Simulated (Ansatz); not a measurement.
Reaction (hydrogenolysis of the Si–P bond): `B[SiH](N)P` + H₂ → `B[SiH2]N` + PH₃

Computed with Ansatz on PBE0-D4/def2-TZVP structures; ΔE is electronic, products minus reactants. CCSD(T)/CBS is the MP2 limit (def2-TZVPP, def2-QZVPP) plus CCSD(T) − MP2 in def2-TZVPP, frozen cores. This one scheme is used for every species. Functionals use def2-TZVPP. Each species was taken in one conformer, which may not be the lowest.

`B[SiH](N)P`:

Z-matrix (Å, degrees):
```
B
P 1 2.479
Si 1 1.936 2 61.9
H 1 1.194 2 105.9 3 117.4
H 1 1.199 2 105.4 3 -114.0
H 2 1.419 1 89.8 3 -95.8
H 2 1.459 1 45.0 3 169.4
N 3 1.706 1 121.8 2 -110.7
H 3 1.480 1 124.3 2 95.4
H 8 1.006 3 122.2 1 160.6
H 8 1.006 3 120.3 1 8.8
```

H₂:

Z-matrix (Å, degrees):
```
H
H 1 0.746
```

`B[SiH2]N`:

```xyz
9

B     0.943    0.032   -1.342
Si    0.225    0.279    0.511
N    -1.222   -0.625    0.761
H     0.276   -0.380   -2.247
H     2.066    0.357   -1.599
H     0.089    1.771    0.657
H     1.197   -0.131    1.563
H    -1.662   -0.642    1.667
H    -1.912   -0.661    0.029
```

PH₃:

```xyz
4

P     0.220   -0.463   -0.273
H    -0.508    0.558   -0.941
H     1.021    0.468    0.439
H    -0.732   -0.563    0.775
```

Q: Is it downhill or uphill in electronic energy at CCSD(T)/CBS, and by how much? (An estimate is asked.)

A: Computed: Uphill: ΔE = +0.16 eV.

Q: What do these levels give: LDA (SPW92), revPBE-D4, PBE0-D4, r2SCANh-D4, CAM-B3LYP-D4, ωB97X-V, ωB97M-V, PBE, revPBE, HF/def2-TZVPP, MP2/def2-TZVPP, CCSD/def2-TZVPP? (An estimate is asked.)

A: Computed: LDA (SPW92) 0.68, revPBE-D4 0.52, PBE0-D4 0.35, r2SCANh-D4 0.33, CAM-B3LYP-D4 0.00, ωB97X-V 0.06, ωB97M-V 0.16, PBE 0.41, revPBE 0.30, HF/def2-TZVPP -0.70, MP2/def2-TZVPP 0.24, CCSD/def2-TZVPP -0.06 eV.

Largest T1 diagnostic among the species: 0.016.

At CCSD(T), def2-SVP lies −0.21 eV from the extrapolated value and def2-TZVPP −0.06 eV. Leaving LDA and LC-ωPBE aside and taking each functional with its dispersion term where it has one, the values, not all of them listed here, spread over 0.59 eV, from BHLYP-D4 to revPBE-D4. LDA lies +0.26 eV from PBE without D4. From PBE to PBE0 (25 % exact exchange), in def2-TZVPP and without D4, ΔE moves by −0.14 eV.
